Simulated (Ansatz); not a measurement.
Z-matrix (Å, degrees):
```
C
H 1 1.0883
H 1 1.0891 2 110.46
H 1 1.0921 2 109.42 3 120.54
S 1 1.8041 2 110.83 4 116.53
S 5 2.0300 1 102.95 2 68.44
S 6 2.0518 5 108.08 1 -88.02
S 7 2.0499 6 107.72 5 88.23
H 8 1.3465 7 98.32 6 85.19
```
Charge 0, spin multiplicity 1.

These are frozen-core CCSD(T)/cc-pVTZ // PBE0-D3(BJ)/def2-TZVP (Ansatz, a first-principles code) values and carry that method's errors.

The HF energy comes out as -1630.41116 Ha. The MP2 correlation energy is -0.87696 Ha.

Estimate the CCSD correlation energy, the (T) correction, the total energy and the T1 diagnostic.


```yaml
CCSD correlation energy: -0.94064 Ha
"(T) correction": -0.04784 Ha
CCSD(T) total energy: -1631.39964 Ha
T1 diagnostic: 0.014
```
